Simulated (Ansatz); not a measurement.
Reaction (cleavage of the B–Si bond): `F[SiH2][BH][SnH3]` + NH₃ → `N[BH][SnH3]` + `F[SiH3]`

Isolated molecules relaxed with PBE0-D4/def2-TZVP in Ansatz; ΔE leaves out vibrations. CBS: MP2 limit from def2 TZ/QZ plus the TZ coupled-cluster correction, frozen cores. This one scheme is used for every species. DFT in def2-TZVPP. def2 core potentials past Kr. For Sn outer-core shells are correlated without core-valence functions, which leaves a few kJ/mol of doubt a bond. One conformer a species, not always the lowest.

```tsv
level	ΔE (kcal/mol)
PBE-D4	-37.6
B97M-V	-36.8
CAM-B3LYP-D4	-40.9
RPA@PBE/def2-TZVPP	-39.4
CCSD(T)/def2-SVP	-43.5
SCS-MP2/def2-QZVPP	-40.5
HF/CBS(def2)	-39.7
MP2/CBS(def2)	-40.5
```

Task: What does CCSD(T)/CBS give? (Estimate.)

Result: The calculation gave: -38.4 kcal/mol. The listed levels differ from it by 0.8, 1.6, -2.5, -1.0, -5.1, -2.1, -1.3, -2.1 kcal/mol.

Largest T1 diagnostic among the species: 0.014.

Leaving LDA and LC-ωPBE aside and taking each functional with its dispersion term where it has one, the values spread over 4.1 kcal/mol, from CAM-B3LYP-D4 to B97M-V. LDA lies −2.8 kcal/mol from PBE without D4. The D4 term adds +0.9 kcal/mol with B3LYP and +0.6 kcal/mol with PBE0; it sums over pairs of atoms, weighted by their polarisabilities, and B3LYP, whose exchange is more repulsive, gets the larger term. At CCSD(T), def2-SVP lies −5.1 kcal/mol from the extrapolated value and def2-TZVPP −0.7 kcal/mol.

B3LYP here is the variant with VWN-RPA as its local correlation; programs differ in this.
